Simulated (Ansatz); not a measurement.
CH₄OSZn, SMILES `SC[O][ZnH]`. Total charge 0; spin multiplicity 1.

Z-matrix (Å, degrees):
```
C
O 1 1.360
S 1 1.857 2 111.9
H 1 1.096 2 112.9 3 -120.5
H 1 1.099 2 113.5 3 115.7
Zn 2 1.833 1 112.6 3 -11.2
H 3 1.344 1 96.3 2 -77.1
H 6 1.523 2 165.9 1 -179.6
```

Question: List the harmonic frequencies (cm⁻¹, unscaled) at PBE0-D4/def2-TZVP in Ansatz. (Estimate.)

Answer: The calculation gave: 102, 129, 364, 380, 453, 475, 563, 653, 769, 1044, 1164, 1239, 1324, 1496, 1954, 2699, 2999, 3052.

Question: Is this a minimum?

Answer: Yes, all 18 modes are real.

Question: Give the ideal-gas thermochemistry at 298.15 K and 1 bar (rigid rotor, harmonic oscillator; point group C1, symmetry number 1).

Answer: Zero-point energy 124.8 kJ/mol; H(298) − E = 142.8 kJ/mol; entropy 328.5 J/(mol·K), of which translation 169.5, rotation 111.5, vibration 47.4; G(298) − E = 44.8 kJ/mol.

Question: Rotational constants (cm⁻¹)?

Answer: 0.2337, 0.08448, 0.06373.
